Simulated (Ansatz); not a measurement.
Reaction (ligand exchange at the Si–F bond): `CN[SiH](F)S` + HCl → `CN[SiH](S)Cl` + H–F

Isolated molecules relaxed with PBE0-D4/def2-TZVP in Ansatz; ΔE leaves out vibrations. CCSD(T)/CBS is the MP2 limit (def2-TZVPP, def2-QZVPP) plus CCSD(T) − MP2 in def2-TZVPP, frozen cores. This one scheme is used for every species. DFT in def2-TZVPP. Each species was taken in one conformer, which may not be the lowest.

CCSD(T)/CBS gives +8.6 kcal/mol.

Another level gave +7.4 kcal/mol. Which?
A. PBE0-D4/def2-TZVPP
B. PBE/def2-TZVPP
C. HF/def2-TZVPP
D. SCS-MP2/def2-TZVPP

A. PBE0-D4 7.4, SCS-MP2/def2-TZVPP 9.8, PBE 8.4, HF/def2-TZVPP 13.2 kcal/mol.

Largest T1 diagnostic among the species: 0.011.

In def2-TZVPP, CCSD(T) changes the Hartree–Fock value by −3.3 kcal/mol (the triples alone add −0.8 kcal/mol) and MP2 by −5.1 kcal/mol. The D4 term adds −1.9 kcal/mol with B3LYP and −1.0 kcal/mol with PBE0; it sums over pairs of atoms, weighted by their polarisabilities, and B3LYP, whose exchange is more repulsive, gets the larger term.

CCSD(T)/CBS has its own doubt, a few kJ/mol and more with outer-core shells, so smaller differences from it don't rank the levels.

B3LYP here is the variant with VWN-RPA as its local correlation; programs differ in this.
